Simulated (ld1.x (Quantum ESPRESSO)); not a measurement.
What one change does to a pseudopotential (hydrogen, TM)

ld1.x (Quantum ESPRESSO) 7.5 input, shortened:

```
&input
   title='H', zed=1., rel=0, dft='PBESOL', iswitch=3,
   config='1s1 2p-2'
 /
 &inputp
   pseudotype=2, tm=.true., lloc=-2, rcloc=1.20,
   nlcc=.false.
 /
2
1S  1  0   1.00   0.00  1.55  1.55  0.0
2P  2  1  -2.00   0.40  1.45  1.45  0.0
 &test
   configts(1)='1s1'
 /
```

Change: all radii scaled by about 0.91 (s 1.42, p 1.32 bohr); local potential all-electron potential smoothed inside 1.10 bohr (lloc = -2).

Cutoffs: the cutoffs (Ry, on a coarse ladder) from which the occupation-weighted sum of valence levels, in a spherical-Bessel basis at the reference potential, stays within 10 and 1 mRy of its value at 400 Ry; they do not see the model core or the augmentation charge, which bear on the density cutoff. Errors are all-electron minus pseudo energies relative to the spin-unpolarised reference configuration.

Q: Predict the effect on cutoff, ghosts and configuration errors.

A: The potential gets harder (15 Ry and 25 Ry → 18 Ry and 30 Ry); neither file shows a bound ghost. A smaller radius makes the pseudo-wave follow the all-electron one further in, where it bends more sharply, so more plane waves are needed.

```csv
quantity,base,changed
"cutoff, loose",15 Ry,18 Ry
"cutoff, tight",25 Ry,30 Ry
bound ghosts,none,none
"error for 1s0.5, meV [ΔE 4.66 eV]",+4.2,+2.7
```
